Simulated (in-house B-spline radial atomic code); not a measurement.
## KLI/ALDAx excitations of La IV (La3+)

Method: KLI/ALDAx. Computed with an all-electron radial atomic-structure program (B-spline basis): linear response of the closed shell [Kr] 4d10 5s2 5p6 with the adiabatic LDA exchange kernel on the exchange-only KLI potential; scalar-relativistic (spin-free one-electron X2C), finite nucleus, no spin-orbit coupling, no double excitations, S, P, D and F terms only; shells from n = 3 respond. Only terms of natural parity with L up to 3 were computed.

Spin-orbit coupling is strong here, so these LS terms don't match observed levels.

Command:
```bash
python run_td.py task.json out
```
Settings (radii: box in bohr, nucleus in fm):
```
Z                        57
electrons                54
configuration            [Kr] 4d10 5s2 5p6
hamiltonian              x2c
method                   kli
box_radius               23.08
rms_radius               4.855
intervals                105
```

Cost of the run: 6.8 s on 1 thread of Arm Neoverse N1, on a shared host.

The lowest states, in the order of their Tamm-Dancoff energies; the method's threshold (minus the highest occupied level) is 50.40 eV. Labels give the largest channel, * marks a mixed state, and oscillator strengths are full-response dipole values. Semilocal kernels can invert the small singlet-triplet splittings of Rydberg terms. Energies in eV:

```json
{"state": "5p → 4f 3D", "full response": "16.502", "Tamm-Dancoff": "16.552", "oscillator strength": "-"}
{"state": "5p → 4f 1D", "full response": "18.904", "Tamm-Dancoff": "19.054", "oscillator strength": "-"}
{"state": "5p → 5d 3P", "full response": "19.595", "Tamm-Dancoff": "19.669", "oscillator strength": "-"}
{"state": "5p → 5d 3F", "full response": "20.112", "Tamm-Dancoff": "20.173", "oscillator strength": "-"}
{"state": "5p → 5d 1F", "full response": "21.705", "Tamm-Dancoff": "21.737", "oscillator strength": "-"}
{"state": "5p → 6s 3P", "full response": "24.098", "Tamm-Dancoff": "24.110", "oscillator strength": "-"}
{"state": "5p → 6s 1P", "full response": "24.555", "Tamm-Dancoff": "24.600", "oscillator strength": "0.119"}
{"state": "5p → 5d 1P", "full response": "26.051", "Tamm-Dancoff": "26.894", "oscillator strength": "5.93"}
{"state": "5p → 6p 3S", "full response": "28.316", "Tamm-Dancoff": "28.342", "oscillator strength": "-"}
{"state": "5p → 6p 3D", "full response": "28.847", "Tamm-Dancoff": "28.856", "oscillator strength": "-"}
{"state": "5p → 6p 1D", "full response": "29.188", "Tamm-Dancoff": "29.197", "oscillator strength": "-"}
{"state": "5p → 6p 1S", "full response": "30.57", "Tamm-Dancoff": "30.70", "oscillator strength": "-"}
{"state": "5s → 4f 3F", "full response": "33.52", "Tamm-Dancoff": "33.55", "oscillator strength": "-"}
{"state": "5s → 4f 1F", "full response": "34.65", "Tamm-Dancoff": "34.67", "oscillator strength": "-"}
{"state": "5p → 6d 3P", "full response": "35.28", "Tamm-Dancoff": "35.29", "oscillator strength": "-"}
{"state": "5p → 6d 3F", "full response": "?", "Tamm-Dancoff": "?", "oscillator strength": "-"}
{"state": "5p → 5f 3D", "full response": "35.59", "Tamm-Dancoff": "35.61", "oscillator strength": "-"}
{"state": "5p → 6d 1F", "full response": "35.71", "Tamm-Dancoff": "35.73", "oscillator strength": "-"}
{"state": "5p → 5f 1D", "full response": "36.01", "Tamm-Dancoff": "36.02", "oscillator strength": "-"}
{"state": "5p → 7s 3P", "full response": "36.24", "Tamm-Dancoff": "36.24", "oscillator strength": "-"}
{"state": "5p → 7s 1P*", "full response": "?", "Tamm-Dancoff": "?", "oscillator strength": "?"}
{"state": "5p → 6d 1P*", "full response": "36.51", "Tamm-Dancoff": "36.72", "oscillator strength": "0.707"}
```

Where does 5p → 7s 1P lie?

At 36.37 eV in full response, 36.39 eV in Tamm-Dancoff, oscillator strength 4.32e-05.

Where does 5p → 6d 3F lie?

At 35.43 eV in full response, 35.43 eV in Tamm-Dancoff.

How large is the singlet-triplet splitting of 5p → 4f (D terms) in Tamm-Dancoff?

2.5 eV, from the unrounded values.

What polarisabilities and dispersion coefficient does the method give?

Dipole 7.788 bohr³, quadrupole 29.09 bohr⁵, C6 50.02 hartree·bohr⁶ for two such species.
